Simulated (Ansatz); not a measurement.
Geometry optimisation, RKS PBE/def2-SVP in Ansatz.

The input (input.yaml):

```yaml
crystal:
  periodic: [false, false, false]
  atoms:
    - { symbol: Zr, position_ang: [0.0, 0.0, 0.0] }
    - { symbol: Cl, position_ang: [0.0, 0.0, 2.52] }
    - { symbol: F, position_ang: [1.8671, 0.0, -0.6593] }
    - { symbol: O, position_ang: [-0.975, 1.6891, -0.6893] }
    - { symbol: H, position_ang: [-1.9328, 1.4584, -0.9117] }
    - { symbol: F, position_ang: [-0.9326, -1.6157, -0.6593] }
basis:
  gaussian: { orbitals: def2-SVP }
hamiltonian:
  xc: pbe
relax:
  f_tol: 0.02
  max_steps: 40
```

Command:

```bash
$ ansatz run input.yaml --threads 1 --pin off --max-ram 2048MiB --backend cpu --events-out ev --progress --plain --runs-dir out
```

Problem. Where does it end, and by what steps?

Solution. The run converged. After 8 steps the energy has fallen by 0.641 eV; H5 moved furthest, 0.58 Å.

| step | energy less start (eV) | largest force component (eV/Å) | accepted |
| --- | --- | --- | --- |
| 0 | 0.0000 | 2.561 | yes |
| 1 | -0.4377 | 1.465 | yes |
| 2 | -0.5330 | 0.407 | yes |
| 3 | -0.5578 | 0.328 | yes |
| 4 | -0.5790 | 1.294 | yes |
| 5 | -0.6311 | 0.271 | yes |
| 6 | -0.6362 | 0.271 | yes |
| 7 | -0.6404 | 0.025 | yes |
| 8 | -0.6405 | 0.010 | yes |

```xyz
6
Properties=species:S:1:pos:R:3
Zr -0.051 -0.092 0.033
Cl 0.007 -0.017 2.402
F 1.714 0.129 -0.668
O -1.170 1.296 -0.639
H -1.741 1.998 -0.981
F -0.732 -1.782 -0.547
```

Whether the end is a true minimum wasn't checked by a vibrational analysis.

Run time: 36 s on 1 thread of Arm Neoverse V2, with other jobs on the host, peak memory 0.15 GiB.
